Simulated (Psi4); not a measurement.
C₄H₅Cl, singlet, at a GFN2-xTB geometry; CCSD/cc-pVDZ run with Psi4.

Psi4 was given this input:
```
memory 2 GB

molecule mol {
0 1
  C     2.459700   -0.117605   -0.466113
  C     1.490677   -0.501574    0.120149
  C     0.294951   -0.953520    0.804258
  C    -0.958292   -0.693284   -0.024502
  Cl   -1.230687    1.062157   -0.225483
  H     3.316581    0.218559   -0.968647
  H     0.216536   -0.440323    1.766486
  H     0.372010   -2.029643    0.989686
  H    -0.862643   -1.113625   -1.025638
  H    -1.843014   -1.095744    0.468563
}

set basis cc-pvdz
set reference rhf
set freeze_core true

energy('ccsd')
print_variables()
```

### Question
What does Psi4 print? Leave out banner, timings and long lists.

### Answer

```
   => Loading Basis Set <=

    Name: CC-PVDZ
    Role: ORBITAL
    Keyword: BASIS

         ---------------------------------------------------------
                                   SCF
               by Justin Turney, Rob Parrish, Andy Simmonett
                          and Daniel G. A. Smith
                              RHF Reference
         ---------------------------------------------------------

  ==> Geometry <==

    Molecular point group: c1
    Full point group: C1

    Geometry (in Angstrom), charge = 0, multiplicity = 1:

       Center              X                  Y                   Z               Mass
    ------------   -----------------  -----------------  -----------------  -----------------
         C            2.486770551644    -0.179587266561    -0.449758806509    12.000000000000
         C            1.517747551644    -0.563556266561     0.136503193491    12.000000000000
         C            0.322021551644    -1.015502266561     0.820612193491    12.000000000000
         C           -0.931221448356    -0.755266266561    -0.008147806509    12.000000000000
         CL          -1.203616448356     1.000174733439    -0.209128806509    34.968852682000
         H            3.343651551644     0.156576733439    -0.952292806509     1.007825032230
         H            0.243606551644    -0.502305266561     1.782840193491     1.007825032230
         H            0.399080551644    -2.091625266561     1.006040193491     1.007825032230
         H           -0.835572448356    -1.175607266561    -1.009283806509     1.007825032230
         H           -1.815943448356    -1.157726266561     0.484917193491     1.007825032230

  Running in c1 symmetry.

  Rotational constants: A =      0.25891  B =      0.08103  C =      0.06606 [cm^-1]
  Rotational constants: A =   7761.87225  B =   2429.11357  C =   1980.49614 [MHz]
  Nuclear repulsion =  192.222699925149442

  Charge       = 0
  Multiplicity = 1
  Electrons    = 46
  Nalpha       = 23
  Nbeta        = 23

  ==> Algorithm <==

  SCF Algorithm Type is PK.
  DIIS enabled.
  MOM disabled.
  Fractional occupation disabled.
  Guess Type is SAD.
  Energy threshold   = 1.00e-08
  Density threshold  = 1.00e-08
  Integral threshold = 1.00e-12

  ==> Primary Basis <==

  Basis Set: CC-PVDZ
    Blend: CC-PVDZ
    Number of shells: 47
    Number of basis functions: 99
    Number of Cartesian functions: 104
    Spherical Harmonics?: true
    Max angular momentum: 2

  ==> Integral Setup <==

  Using in-core PK algorithm.
   Calculation information:
      Number of atoms:                  10
      Number of AO shells:              47
      Number of primitives:            163
      Number of atomic orbitals:       104
      Number of basis functions:        99

      Integral cutoff                 1.00e-12
      Number of threads:                 1

  Performing in-core PK
  Using 24507450 doubles for integral storage.
  We computed 611528 shell quartets total.
  Whereas there are 636756 unique shell quartets.

  ==> DiskJK: Disk-Based J/K Matrices <==

    J tasked:                  Yes
    K tasked:                  Yes
    wK tasked:                  No
    Schwarz Cutoff:          1E-12

  Minimum eigenvalue in the overlap matrix is 3.0793862277E-04.
  Reciprocal condition number of the overlap matrix is 5.5660881019E-05.
    Using symmetric orthogonalization.

  ==> Pre-Iterations <==

  SCF Guess: Superposition of Atomic Densities via on-the-fly atomic UHF (no occupation information).

   -------------------------
    Irrep   Nso     Nmo
   -------------------------
     A         99      99
   -------------------------
    Total      99      99
   -------------------------

  ==> Iterations <==

                        Total Energy        Delta E     RMS |[F,P]|

   @RHF iter SAD:  -613.05584136196444   -6.13056e+02   0.00000e+00
   @RHF iter   1:  -613.75111567342685   -6.95274e-01   3.27192e-03 DIIS/ADIIS
[...]
  @RHF Final Energy:  -613.83076339451520
    Total Energy =                       -613.8307633945150883
[...]
    Print Level     =     1
    Num. of threads =     1
    # Amps to Print =     10
    Print MP2 Amps? =     No
    Analyze T2 Amps =     No
    Print Pair Ener =     No
    Local CC        =     No
    SCS-MP2         =     False
    SCSN-MP2        =     False
    SCS-CCSD        =     False

MP2 correlation energy -0.6656922608605734
                Solving CC Amplitude Equations
                ------------------------------
  Iter             Energy              RMS        T1Diag      D1Diag    New D1Diag    D2Diag
  ----     ---------------------    ---------   ----------  ----------  ----------   --------
     0        -0.665692260860573    0.000e+00    0.000000    0.000000    0.000000    0.157543
     1        -0.689972956389362    7.591e-02    0.007933    0.021398    0.021398    0.159011
     2        -0.708669335164807    2.736e-02    0.008537    0.022399    0.022399    0.170190
     3        -0.712161280773250    1.024e-02    0.009611    0.025106    0.025106    0.174474
     4        -0.712418340823068    3.364e-03    0.009700    0.025391    0.025391    0.176358
     5        -0.712529994558669    1.101e-03    0.009720    0.025435    0.025435    0.177066
     6        -0.712530284495067    3.057e-04    0.009710    0.025429    0.025429    0.177198
     7        -0.712531134725683    7.677e-05    0.009707    0.025428    0.025428    0.177221
     8        -0.712532511185861    2.461e-05    0.009706    0.025427    0.025427    0.177230
     9        -0.712532368126626    6.683e-06    0.009706    0.025428    0.025428    0.177230
    10        -0.712532193248107    2.114e-06    0.009706    0.025428    0.025428    0.177230
    11        -0.712532263092393    8.358e-07    0.009706    0.025428    0.025428    0.177231
    12        -0.712532252491298    2.892e-07    0.009706    0.025428    0.025428    0.177231
    13        -0.712532263591123    1.177e-07    0.009706    0.025428    0.025428    0.177231
    14        -0.712532264204413    4.198e-08    0.009706    0.025428    0.025428    0.177231

    Iterations converged.

    Largest TIA Amplitudes:
             13  15        -0.0136237499
             12  14        -0.0106691670
             12  17         0.0096774749
              9   3        -0.0086242654
             13  34         0.0082628613
              6   3        -0.0070823801
             12  18         0.0068888392
              5   9         0.0068815646
             12  32         0.0068369702
             10   4         0.0060884305

    Largest TIjAb Amplitudes:
     13  13   1   1        -0.0590835760
     13  13   1   7         0.0340094388
     13  13   7   1         0.0340094388
      9   9   3   3        -0.0332249248
     12  12   4   4        -0.0284780816
      4   4  10  10        -0.0255543122
     11  11  30  30        -0.0242746146
     10  10  31  31        -0.0236911739
     13  13   7   7        -0.0232133879
     12  13   4   1        -0.0229061717

    SCF energy       (wfn)                    = -613.830763394515202
    Reference energy (file100)                = -613.830763394513042

    Opposite-spin MP2 correlation energy      =   -0.498696260353859
    Same-spin MP2 correlation energy          =   -0.166996000506714
    Singles MP2 correlation energy            =   -0.000000000000000
    MP2 correlation energy                    =   -0.665692260860573
      * MP2 total energy                      = -614.496455655373666

    Opposite-spin CCSD correlation energy     =   -0.561940010533854
    Same-spin CCSD correlation energy         =   -0.150592253670559
    Singles CCSD correlation energy           =    0.000000000000000
    CCSD correlation energy                   =   -0.712532264204413
      * CCSD total energy                     = -614.543295658717511

  Variable Map:
  ----------------------------------------------------------------------------
[...]
  Array Variable Map:
  ----------------------------------------------------------------------------
[...]
[...]
```
